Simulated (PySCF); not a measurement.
EPR parameters of C6H10FO

Species: C6H10FO (doublet state).
Geometry (GFN2-xTB, Å), atoms numbered from 1 in this order:
```xyz
18
C6H10FO angstrom
C      2.6463   -0.0847   -0.3275
C      1.4145   -0.5575    0.3249
C      0.1667    0.1304   -0.2268
C     -0.0971    1.5674    0.2418
O     -1.3459    1.1843    0.8302
C     -1.1634   -0.1880    0.4775
C     -2.3049   -0.7104   -0.3858
F     -2.1149   -2.0423   -0.6568
H      2.6643    0.0801   -1.3868
H      3.5558    0.0312    0.2260
H      1.2787   -1.6390    0.1538
H      1.4755   -0.4116    1.4064
H      0.1215    0.0081   -1.3097
H     -0.2321    2.3183   -0.5401
H      0.6012    1.9426    0.9944
H     -1.0638   -0.8238    1.3667
H     -3.2569   -0.6134    0.1450
H     -2.3543   -0.1855   -1.3448
```

The hyperfine couplings belong to this conformer and change with its torsions.

As a line formula: `C([C@H]1[C@H](CF)OC1)[CH2]` [radical].

Computed with UKS B3LYP, pcH-1 on C F H O, non-relativistic, mean-field spin-orbit, GIAO in PySCF. Isolated species at its GFN2-xTB geometry (one conformer only). Couplings are sensitive to structure, and on GFN2-xTB geometries they can be far from those on DFT ones. Stability of the SCF solution: not tested.

* g1, g2, g3: 2.00217, 2.00280, 2.00299
* g_iso: 2.00265
* Form of g: rhombic: the two nearest values differ by 23 % of g3 − g1
* ⟨S²⟩: 0.7536 (exact 0.7500)

Hyperfine couplings atom by atom, in MHz; T1 to T3 are the principal values of the dipolar part; ρ(0) is the spin density at the nucleus:

```json
{"atom": "C1", "isotope": "13C", "a_iso": "88.7", "T1": "-81.1", "T2": "-80.4", "T3": "161.6", "Mulliken spin population": "1.08", "ρ(0) (bohr⁻³)": "0.0789"}
{"atom": "C2", "isotope": "13C", "a_iso": "-33.8", "T1": "-2.4", "T2": "0.5", "T3": "1.9", "Mulliken spin population": "-0.09", "ρ(0) (bohr⁻³)": "-0.0300"}
{"atom": "C3", "isotope": "13C", "a_iso": "34.6", "T1": "-3.2", "T2": "-2.7", "T3": "5.9", "Mulliken spin population": "0.02", "ρ(0) (bohr⁻³)": "0.0308"}
{"atom": "C4", "isotope": "13C", "a_iso": "-1.2", "T1": "-0.7", "T2": "-0.4", "T3": "1.1", "Mulliken spin population": "0.00", "ρ(0) (bohr⁻³)": "-0.0011"}
{"atom": "O5", "isotope": "17O", "a_iso": "-0.7", "T1": "-0.3", "T2": "0.1", "T3": "0.2", "Mulliken spin population": "0.00", "ρ(0) (bohr⁻³)": "0.0012"}
{"atom": "C6", "isotope": "13C", "a_iso": "-0.3", "T1": "-0.7", "T2": "-0.6", "T3": "1.3", "Mulliken spin population": "0.00", "ρ(0) (bohr⁻³)": "-0.0003"}
{"atom": "C7", "isotope": "13C", "a_iso": "0.2", "T1": "-0.2", "T2": "-0.2", "T3": "0.4", "Mulliken spin population": "0.00", "ρ(0) (bohr⁻³)": "0.0002"}
{"atom": "F8", "isotope": "19F", "a_iso": "1.4", "T1": "-0.6", "T2": "-0.5", "T3": "1.1", "Mulliken spin population": "0.00", "ρ(0) (bohr⁻³)": "0.0003"}
{"atom": "H9", "isotope": "1H", "a_iso": "-62.4", "T1": "-39.2", "T2": "-0.1", "T3": "39.3", "Mulliken spin population": "-0.05", "ρ(0) (bohr⁻³)": "-0.0140"}
{"atom": "H10", "isotope": "1H", "a_iso": "-64.0", "T1": "-39.5", "T2": "0.1", "T3": "39.4", "Mulliken spin population": "-0.05", "ρ(0) (bohr⁻³)": "-0.0143"}
{"atom": "H11", "isotope": "1H", "a_iso": "157.6", "T1": "-5.9", "T2": "-3.0", "T3": "9.0", "Mulliken spin population": "0.06", "ρ(0) (bohr⁻³)": "0.0353"}
{"atom": "H12", "isotope": "1H", "a_iso": "22.0", "T1": "-5.0", "T2": "-4.2", "T3": "9.2", "Mulliken spin population": "0.01", "ρ(0) (bohr⁻³)": "0.0049"}
{"atom": "H13", "isotope": "1H", "a_iso": "-1.3", "T1": "-3.5", "T2": "-2.8", "T3": "6.3", "Mulliken spin population": "0.00", "ρ(0) (bohr⁻³)": "-0.0003"}
{"atom": "H14", "isotope": "1H", "a_iso": "1.2", "T1": "-1.6", "T2": "-1.4", "T3": "3.0", "Mulliken spin population": "0.00", "ρ(0) (bohr⁻³)": "0.0003"}
{"atom": "H15", "isotope": "1H", "a_iso": "-0.1", "T1": "-2.8", "T2": "-2.4", "T3": "5.2", "Mulliken spin population": "0.00", "ρ(0) (bohr⁻³)": "0.0000"}
{"atom": "H16", "isotope": "1H", "a_iso": "-0.2", "T1": "-1.3", "T2": "-1.0", "T3": "2.3", "Mulliken spin population": "0.00", "ρ(0) (bohr⁻³)": "0.0000"}
{"atom": "H17", "isotope": "1H", "a_iso": "0.9", "T1": "-0.4", "T2": "-0.4", "T3": "0.8", "Mulliken spin population": "0.00", "ρ(0) (bohr⁻³)": "0.0002"}
{"atom": "H18", "isotope": "1H", "a_iso": "0.1", "T1": "-0.6", "T2": "-0.6", "T3": "1.2", "Mulliken spin population": "0.00", "ρ(0) (bohr⁻³)": "0.0000"}
```

Largest spin populations (Mulliken): C1 (+1.08), C2 (-0.09) and H11 (+0.06). No atom but C1 exceeds +0.15. The angles at C1 add up to 359.8°, so it is planar; its axial dipolar tensor and the negative couplings of its protons fit spin in a p orbital normal to that plane.

Axes: g2 points within 3° of the C1–C2 bond.

Under fast tumbling the dipolar parts average out, and these isotropic splittings remain (the largest six): 1 × 1H (H11, I = 1/2, 2 lines) with 5.62 mT, 2 × 1H (H9/H10, I = 1/2, 3 lines) with 2.26 mT, 1 × 1H (H12, I = 1/2, 2 lines) with 0.78 mT, 1 × 19F (F8, I = 1/2, 2 lines) with 0.05 mT, 1 × 1H (H13, I = 1/2, 2 lines) with 0.05 mT and 1 × 1H (H14, I = 1/2, 2 lines) with 0.04 mT.

Class means assume fast exchange of nuclei equivalent by connectivity; if that motion is slow, each nucleus keeps its own coupling.

The 13C coupling of C1 (88.7 MHz) shows only in satellite lines or after enrichment, since that isotope makes up about 1.07 % of natural carbon.

Examples of negative spin density at the nucleus (bohr⁻³): C2 (-0.0300), H9/H10 (-0.0141) and C4 (-0.0011).
